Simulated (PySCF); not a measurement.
Species: C6H4O2.
Numbering: `[CH2:1]=[C:2]1[C:3](=[O:4])[CH:5]=[CH:6][C:7]1=[O:8]`

Probes without a nucleus sit at each ring's centroid and 1 Å off its mean plane on both sides; NICS is minus the shielding there, NICSzz its component along the normal. Level: GIAO PBE0/pcSseg-1 (PySCF, non-relativistic, gas phase) on the GFN2-xTB geometry, one conformer.

Ring bond lengths (Å), with Mayer bond orders in brackets: C2–C3 1.489 (0.92), C3–C5 1.487 (1.03), C5–C6 1.337 (1.68), C6–C7 1.487 (1.03), C7–C2 1.489 (0.92).

Problem. Give the NICS values of each ring in ppm.

Solution. 
```csv
ring,type,NICS(0),"NICS(1), two faces","NICS(1)zz, two faces",rms pucker (Å),"centre to ring atoms, mean (Å)"
C2–C3–C5–C6–C7,"5-membered carbocycle; formal bonds 1 double, 4 single",7.8,-2.5 / -2.4,-2.7 / -2.7,0.00,1.24
```

Problem. What do they say, and how far can they be read as aromaticity?

Solution. 
- C2–C3–C5–C6–C7: mean NICS(1)zz -2.7 ppm, near zero. That is too small in size for a clear verdict by the NICS criterion. NICS(0) lies 10 ppm above the mean NICS(1).

Problem. What does the geometric index give? HOMA takes Krygowski's 1993 parameters.

Solution. 
- C2–C3–C5–C6–C7: HOMA -1.19 = 1 − EN − GEO, with mean bond length 1.458 Å, EN = α(Ropt − mean)² = 1.250 and GEO = α × variance = 0.943. The geometric and the magnetic index point the same way.

Problem. At the first NICS(1) probe listed for ring C2–C3–C5–C6–C7, 1 Å off the ring, how large is the induced field along the normal in 1 T applied along it?

Solution. NICSzz × B0 = -2.7 ppm × 1 T = -3 μT, against the applied field.

Problem. List the ring angles and the Hirshfeld charges of the ring atoms.

Solution. 
- C2–C3–C5–C6–C7: C2 107.3° (-0.037 e), C3 105.4° (+0.142 e), C5 110.9° (-0.022 e), C6 110.9° (-0.022 e), C7 105.4° (+0.142 e); sum 540.0° against 540° for a flat convex ring.

Problem. What are the shieldings of the ring atoms and their hydrogens in the same run (means over atoms taken as equivalent)?

Solution. 
| atoms | environment | σ isotropic (ppm) |
| --- | --- | --- |
| C2 | fully substituted alkene carbon | 44.2 |
| C3 (×2) | ketone carbonyl carbon | -10.2 |
| C5 (×2) | alkene CH carbon | 31.9 |
| H on C5 (×2) | vinylic hydrogen | 24.26 |
